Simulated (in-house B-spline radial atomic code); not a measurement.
# Ionising Sc2+ with different functionals

Computed with an all-electron radial atomic-structure program (B-spline basis): non-relativistic Hamiltonian, point nucleus, spin-polarised at highest spin, spherical fractional occupations for the functionals, the average over the highest-spin determinants for Hartree-Fock. The ionisation energy is the difference of two self-consistent energies, [Ar] 3d1 → [Ne] 3s2 3p6, without Breit or QED terms; ε is the level of the shell that loses the electron (its least bound occupied spin orbital).

Hybrids are left out here: with spherical fractional occupations of an open shell their exact exchange keeps a self-interaction that integer-occupation calculations don't have.

```
           method          rung  ΔSCF (eV)  -ε(3d) (eV)
     Hartree-Fock  Hartree-Fock      23.88        24.61
         LDA VWN5           LDA      25.45        18.62
         LDA PW92           LDA      25.45        18.61
LDA exchange-only           LDA      23.99        17.33
              PBE           GGA          ?            ?
           PBEsol           GGA      25.19        18.37
             BLYP           GGA      25.21        18.38
             RPBE           GGA      25.18        18.36
             PW91           GGA      25.34        18.50
             BP86           GGA      25.25        18.44
             AM05           GGA      25.17        18.35
             OLYP           GGA      25.30        18.41
             TPSS      meta-GGA      24.99        18.18
             SCAN      meta-GGA      24.60        17.97
           r2SCAN      meta-GGA          ?            ?
          revTPSS      meta-GGA      24.82        18.04
```

(1) What does PBE give?

(2) What does r2SCAN give?

(3) How do they compare with the NIST value?

Results:

(1) ΔSCF 25.24 eV, and -ε(3d) = 18.42 eV.

(2) ΔSCF 24.65 eV, and -ε(3d) = 18.01 eV.

(3) NIST lists 24.757 eV (measured, ground level to ground level). Errors run from -0.88 to +0.70 eV; revTPSS is closest (+0.07 eV), but part of that can be cancellation, since the calculations leave out relativity, Breit-QED terms, multiplet and fine-structure energies. Hartree-Fock also lacks correlation.
